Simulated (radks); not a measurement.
Task: All-electron atom: neutral cadmium in [Kr] 4d6 5s2 5p4 (not the ground configuration). All-electron calculation, Dirac Kohn-Sham, PBE, spin-unpolarised, spherical densities, finite nucleus; open shells fill j = l - 1/2 first; Fermi nuclear charge, rms radius 4.6087 fm. Program: a radial shooting solver on a logarithmic mesh with Libxc functionals.

Spin-orbit splittings of the eigenvalues, e(l+1/2) - e(l-1/2), with zeta = 2 splitting/(2l+1) and mean radii in bohr:

shell  occ.  splitting (eV)  zeta (eV)  <r> j=l-1/2  <r> j=l+1/2
2p        6           192.4      128.3       0.1112       0.1164
3p        6           34.41      22.94       0.3493       0.3602
3d       10           6.998      2.799       0.3323       0.3359
4p        6           6.210      4.140       0.9127       0.9396
4d        6               ?          ?        1.117        1.129
5p        4          0.5877     0.3918        2.803        2.913

Estimate the 4d splitting.

Result: 0.8900 eV (zeta = 0.3560 eV).
